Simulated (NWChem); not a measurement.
System: C2H4AlNO2; SMILES [CH3][Al]([OH])[N]=C=O

The following NWChem deck was run.

```
start job
memory heap 200 mb stack 900 mb global 1100 mb
geometry units angstroms noautoz
  Al    -0.012622    -0.914251    -0.046914
  C     -1.712344    -1.829871     0.020499
  H     -1.586576    -2.919303    -0.070074
  H     -2.378007    -1.493150    -0.791018
  H     -2.238072    -1.623253     0.967063
  N      0.098681     0.865673     0.073682
  C      0.141226     2.062368     0.157203
  O      0.185124     3.228381     0.238391
  O      1.427463    -1.795823    -0.224413
  H      2.313483    -1.433584    -0.267876
end
basis spherical
  * library def2-svp
end
dft
  xc mn15-l
  iterations 150
  mulliken
end
task dft energy
```

NWChem printed, in part:

```
             Northwest Computational Chemistry Package (NWChem) 7.3.0
             --------------------------------------------------------

 CS  symmetry detected

                             Geometry "geometry" -> ""
                             -------------------------

 Output coordinates in angstroms (scale by  1.889725989 to convert to a.u.)

  No.       Tag          Charge          X              Y              Z
 ---- ---------------- ---------- -------------- -------------- --------------
    1 Al                  13.0000     0.04865874    -0.90692059     0.00000000
    2 C                    6.0000    -1.58868972    -1.93212760     0.00000000
    3 H                    1.0000    -1.38636513    -3.01376783     0.00000000
    4 H                    1.0000    -2.20409737    -1.69869759    -0.88421571
    5 H                    1.0000    -2.20409737    -1.69869759     0.88421571
    6 N                    7.0000     0.03541079     0.88050372     0.00000000
    7 C                    6.0000    -0.00580820     2.08015607     0.00000000
    8 O                    8.0000    -0.04352413     3.24920797     0.00000000
    9 O                    8.0000     1.55197113    -1.69595274     0.00000000
   10 H                    1.0000     2.41353224    -1.27660798     0.00000000

 Effective nuclear repulsion energy (a.u.)     246.7280360276

      Symmetry information
      --------------------

 Group name             Cs
 Group number              2
 Group order               2
 No. of unique centers     9

                                 NWChem DFT Module
                                 -----------------

 Summary of "ao basis" -> "ao basis" (spherical)
 ------------------------------------------------------------------------------
       Tag                 Description            Shells   Functions and Types
 ---------------- ------------------------------  ------  ---------------------
 Al                         def2-svp                 8       18   4s3p1d
 C                          def2-svp                 6       14   3s2p1d
 H                          def2-svp                 3        5   2s1p
 N                          def2-svp                 6       14   3s2p1d
 O                          def2-svp                 6       14   3s2p1d

      Symmetry analysis of basis
      --------------------------

        a'         76
        a"         32

            General Information
            -------------------
          SCF calculation type: DFT
          Wavefunction type:  closed shell.
          No. of atoms     :    10
          No. of electrons :    52
           Alpha electrons :    26
            Beta electrons :    26
          Charge           :     0
          Spin multiplicity:     1
          Use of symmetry is: on ; symmetry adaption is: on
          Maximum number of iterations: 150
          AO basis - number of functions:   108
                     number of shells:    50
          Convergence on energy requested:  1.00D-06
          Convergence on density requested:  1.00D-05
          Convergence on gradient requested:  5.00D-04

              XC Information
              --------------
                       MN15-L Method XC Functional
                        MN15-L Exchange Functional  1.000
                      MN15-L Correlation Potential  1.000

             Grid Information
             ----------------
          Grid used for XC integration:  medium
          Radial quadrature: Mura-Knowles
          Angular quadrature: Lebedev.
          Tag              B.-S. Rad. Rad. Pts. Rad. Cut. Ang. Pts.
          ---              ---------- --------- --------- ---------
          Al                  1.25       88           9.0       590
          C                   0.70       49          13.0       434
          H                   0.35       45          12.0       434
          N                   0.65       49          11.0       434
          O                   0.60       49          14.0       434
          Grid pruning is: on
          Number of quadrature shells:   468
          Spatial weights used:  Erf1

      Superposition of Atomic Density Guess
      -------------------------------------

 Sum of atomic energies:        -522.66464364

      Non-variational initial energy
      ------------------------------

 Total energy =    -525.084701
 1-e energy   =   -1208.901079
 2-e energy   =     437.088342
 HOMO         =      -0.386455
 LUMO         =      -0.007111

      Symmetry analysis of molecular orbitals - initial
      -------------------------------------------------

  Numbering of irreducible representations:

     1 a'          2 a"

  Orbital symmetries:

     1 a'          2 a'          3 a'          4 a'          5 a'
     6 a'          7 a'          8 a'          9 a'         10 a"
    11 a'         12 a'         13 a'         14 a'         15 a'
    16 a'         17 a'         18 a'         19 a"         20 a'
    21 a"         22 a'         23 a"         24 a'         25 a"
    26 a'         27 a'         28 a"         29 a'         30 a'
    31 a'         32 a"         33 a'         34 a"         35 a'
    36 a'

     ---------------------------------------------
      Total Density - Mulliken Population Analysis
     ---------------------------------------------

    Atom       Charge   Shell Charges
 -----------   ------   -------------------------------------------------------
    1 Al  13    11.74   2.00  1.99  0.71  0.07  5.93  0.57  0.24  0.23
    2 C    6     6.68   1.99  0.96  0.30  2.12  1.30  0.01
    3 H    1     0.86   0.65  0.19  0.03
    4 H    1     0.86   0.65  0.18  0.03
    5 H    1     0.86   0.65  0.18  0.03
    6 N    7     7.70   1.99  1.06  0.45  2.58  1.61  0.01
    7 C    6     5.22   1.99  0.90  0.17  1.50  0.55  0.11
    8 O    8     8.56   1.99  1.13  0.64  2.99  1.80  0.02
    9 O    8     8.89   1.99  1.11  0.64  3.15  1.99  0.00
   10 H    1     0.65   0.52  0.07  0.06

   convergence    iter        energy       DeltaE   RMS-Dens  Diis-err
 ---------------- ----- ----------------- --------- --------- ---------
 d= 0,ls=0.0,diis     1   -525.5593823456 -7.72D+02  1.55D-02  1.57D+00
 d= 0,ls=0.0,diis     2   -525.3211355122  2.38D-01  1.08D-02  3.75D+00
 d= 0,ls=0.0,diis     3   -525.6986489188 -3.78D-01  2.76D-03  1.13D-01
 d= 0,ls=0.0,diis     4   -525.7023164091 -3.67D-03  1.54D-03  7.47D-02
 d= 0,ls=0.0,diis     5   -525.7107373211 -8.42D-03  3.67D-04  3.50D-03
  Resetting Diis
 d= 0,ls=0.0,diis     6   -525.7111174431 -3.80D-04  8.28D-05  2.35D-04
 d= 0,ls=0.0,diis     7   -525.7111398020 -2.24D-05  5.02D-05  1.38D-05
 d= 0,ls=0.0,diis     8   -525.7111380174  1.78D-06  3.06D-05  2.92D-05
 d= 0,ls=0.0,diis     9   -525.7111414055 -3.39D-06  5.89D-06  1.07D-06
 d= 0,ls=0.0,diis    10   -525.7111415191 -1.14D-07  1.67D-06  8.74D-08

         Total DFT energy =     -525.711141519101
      One electron energy =    -1212.794826973183
           Coulomb energy =      495.039035566406
    Exchange-Corr. energy =      -54.683386139946
 Nuclear repulsion energy =      246.728036027621

 Numeric. integr. density =       52.000008291647

                  Occupations of the irreducible representations
                  ----------------------------------------------

                     irrep           alpha         beta
                     --------     --------     --------
                     a'               21.0         21.0
                     a"                5.0          5.0

                       DFT Final Molecular Orbital Analysis
                       ------------------------------------

 Vector   24  Occ=2.000000D+00  E=-3.013902D-01  Symmetry=a'
              MO Center= -9.9D-01, -1.3D+00, -4.4D-12, r^2= 3.3D+00
   Bfn.  Coefficient  Atom+Function         Bfn.  Coefficient  Atom+Function
  ----- ------------  ---------------      ----- ------------  ---------------
    22      0.353893   2 C  px               25      0.242807   2 C  px
     3      0.230865   1 Al s                23      0.200686   2 C  py
     2      0.166388   1 Al s                21      0.157394   2 C  s
     8     -0.148200   1 Al px               51      0.136777   6 N  px
    79      0.132863   8 O  px               26      0.128552   2 C  py

 Vector   25  Occ=2.000000D+00  E=-2.800021D-01  Symmetry=a"
              MO Center=  2.5D-01,  1.2D+00, -6.2D-15, r^2= 3.8D+00
   Bfn.  Coefficient  Atom+Function         Bfn.  Coefficient  Atom+Function
  ----- ------------  ---------------      ----- ------------  ---------------
    53      0.406040   6 N  pz               81      0.371045   8 O  pz
    56     -0.360377   6 N  pz               84      0.285647   8 O  pz
    95      0.248126   9 O  pz               98      0.205573   9 O  pz
    67     -0.074656   7 C  pz               72      0.058408   7 C  d -1
    15     -0.047000   1 Al d -1

 Vector   26  Occ=2.000000D+00  E=-2.720239D-01  Symmetry=a'
              MO Center= -4.8D-02,  9.8D-01,  1.3D-14, r^2= 4.5D+00
   Bfn.  Coefficient  Atom+Function         Bfn.  Coefficient  Atom+Function
  ----- ------------  ---------------      ----- ------------  ---------------
    51      0.400271   6 N  px               79      0.357103   8 O  px
    54     -0.339104   6 N  px               82      0.278983   8 O  px
    94      0.171985   9 O  py               22     -0.135142   2 C  px
    97      0.135279   9 O  py               23     -0.115974   2 C  py
    25     -0.101977   2 C  px               21     -0.096761   2 C  s

[...]
```

Level: MN15-L/def2-SVP. Coordinates come from a PBE0/def2-SVP optimisation.
